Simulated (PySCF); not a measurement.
Can point charges reproduce the dipole moment of `OB(O)C1=NC=C(S)C=C1`?

Coordinates (PBE0-D3(BJ)/def2-SVP, Å) and charges (e) from the PBE0/pcSseg-1 density (PySCF):

```
atom       x       y       z  Mulliken      IAO  Hirshfeld  ESP-fitted
  O1  -3.182  -0.261   0.284   -0.4208  -0.5593    -0.2628     -0.6393
  B2  -2.196  -0.124  -0.654   +0.5785  +0.4986    +0.2324     +0.4158
  O3  -2.549  -0.019  -1.955   -0.3792  -0.5243    -0.2491     -0.6575
  C4  -0.669  -0.055  -0.252   -0.0110  -0.0437    -0.0266     +0.7300
  C5  -0.264   0.341   1.031   -0.1754  -0.1573    -0.0510     -0.8153
  C6   1.087   0.406   1.353   +0.0759  -0.1392    -0.0473     +0.4032
  C7   2.023   0.062   0.375   -0.4386  -0.1238    -0.0177     -0.5482
  S8   3.737   0.135   0.757   +0.0381  +0.0337    -0.0121     -0.1681
  C9   1.530  -0.326  -0.884   +0.2199  -0.0226    +0.0056     +0.5709
 N10   0.246  -0.377  -1.183   -0.4157  -0.2387    -0.1427     -0.7611
 H11  -2.845  -0.427   1.169   +0.2466  +0.3649    +0.1712     +0.3923
 H12  -3.503  -0.088  -2.064   +0.2452  +0.3650    +0.1803     +0.4699
 H13  -1.004   0.623   1.785   +0.0910  +0.1418    +0.0502     +0.2381
 H14   1.410   0.723   2.348   +0.0983  +0.1587    +0.0561     +0.1182
 H15   4.175  -0.249  -0.461   +0.1479  +0.1005    +0.0665     +0.2216
 H16   2.233  -0.602  -1.681   +0.0994  +0.1458    +0.0471     +0.0294
```

Question: What dipole does each set of charges give (1 e·Å = 4.803 D), and what does the density give?

Answer: The full density gives (0.32, -0.06, 2.19) D, 2.21 D in size; dipole vectors point from the negative to the positive end.

```
    scheme     μx     μy    μz  size (D)  share of the full size (%)  angle to the full dipole (°)
  Mulliken  -0.07  -0.08  1.29      1.30                          59                            11
       IAO   1.12  -0.08  2.35      2.60                         118                            17
 Hirshfeld   0.60  -0.02  1.14      1.29                          58                            20
ESP-fitted   0.32  -0.15  2.19      2.22                         100                             2
```

Question: Which set comes closest?

Answer: Length of the difference vector: ESP-fitted 0.08 D, IAO 0.81 D, Mulliken 0.97 D, Hirshfeld 1.09 D. Closest: ESP-fitted. ESP charges are fitted to the potential around the molecule, whose slowest-falling term is the dipole's. 

Question: What is left for the Hirshfeld atoms' own dipoles?

Answer: The Hirshfeld atoms' densities add up to the full density, so μ = Σ q r + Σ (atomic dipoles). The atomic dipoles sum to (0.32, -0.06, 2.19) − (0.60, -0.02, 1.14) = (-0.28, -0.04, 1.05) D, 1.09 D in size.

Question: With the origin at the mean of the coordinates, (0.014, -0.015, -0.002) Å, which are the largest single terms, by size, of the IAO dipole along the direction of the full one?

Answer: O3 +5.80, H12 -4.47, B2 -2.31, H14 +1.91, H11 +1.32 D; all 16 atoms together +2.49 D. The single terms depend on the origin, their sum doesn't.

Question: Give the size of the full dipole in other units.

Answer: 2.21 D = 0.871 au = 0.461 e·Å = 7.38 × 10⁻³⁰ C·m.

The structure is a single PBE0-D3(BJ)/def2-SVP conformer in the gas phase; no vibrational or solvent corrections.

The run behind these numbers computed NMR shieldings as well. Time: 60 s; peak memory 0.95 GiB. Hardware: an Arm Neoverse N1 with one thread, shared host with 64 logical CPUs at a one-minute load of 49.

Conformer computed: `[OH:1][B:2]([OH:3])[c:4]1[cH:5][cH:6][c:7]([SH:8])[cH:9][n:10]1`: O1–B2–C4–C5 -23°, H–O1–B2–O3 174°, H–O3–B2–O1 -2°, H–S8–C7–C6 -179°.
